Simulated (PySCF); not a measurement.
## Two-component Hartree-Fock for Ho(29+) (holmium, charge +29)

Start: [Kr] 4d2; 4d3/2 filled at m_j = +1/2, +3/2. Calculated with PySCF 2.14 in an uncontracted even-tempered set (17 s from 2.6 bohr⁻², ratio 2.8; 14 p from 3.4 bohr⁻², ratio 2.8; 9 d from 3.4 bohr⁻², ratio 2.8; 3 f from 12 bohr⁻², ratio 3): generalised Hartree-Fock with the X2C-1e Hamiltonian and a Gaussian nucleus; one run each with spin-orbit coupling (SO) switched off, then screened by Boettger's factors.

| spinor shell | electrons | ε, spin-free (eV) | ε, screened SO (eV) | weight of nominal j (screened SO) | rms radius, screened SO (bohr) |
| --- | --- | --- | --- | --- | --- |
| 1s1/2 | 2 | -56950.1 | -56937.4 | 1.000 | 0.0236 |
| 2s1/2 | 2 | -10529.4 | -10525.0 | 1.000 | 0.0953 |
| 2p1/2 | 2 | -9445.0 | -10052.4 | 1.000 | 0.0814 |
| 2p3/2 | 4 | -9445.0 | -9187.9 | 1.000 | 0.0881 |
| 3s1/2 | 2 | -3193.5 | -3191.8 | 1.000 | 0.243 |
| 3p1/2 | 2 | -2855.0 | -2986.2 | 1.000 | 0.234 |
| 3p3/2 | 4 | -2855.0 | -2798.1 | 1.000 | 0.247 |
| 3d3/2 | 4 | -2427.7 | -2452.7 | 1.000 | 0.219 |
| 3d5/2 | 6 | -2427.7 | -2409.1 | 1.000 | 0.223 |
| 4s1/2 | 2 | -1354.7 | -1354.1 | 1.000 | 0.511 |
| 4p1/2 | 2 | -1223.5 | -1266.3 | 0.998 | 0.517 |
| 4p3/2 | 4 | -1223.5 | -1204.4 | 0.999 | 0.543 |
| 4d3/2 | 2 | -1073.2 | -1078.4 | 0.994 | 0.533 |

```csv
quantity,spin-free,screened SO
E (hartree),-12184.31775,-12194.68929
M_J,2,2
⟨J²⟩,8.002,6.044
⟨L²⟩,12.002,10.393
⟨S²⟩,2.000,1.586
```

Each row is a mean over spinors that exchange with the open shell spreads, by up to 14.575 eV (4p1/2).

Breit and QED terms are absent; they matter most for the inner s and p1/2 levels.

Densities and radii are taken from the X2C orbitals without a picture-change correction, which distorts them close to the nucleus.

Without spin-orbit coupling the j labels of p, d and f shells carry no meaning; the spin-free column gives the mean over the occupied spinors of each nl shell, and its ⟨J²⟩ belongs to a mixture of degenerate components.
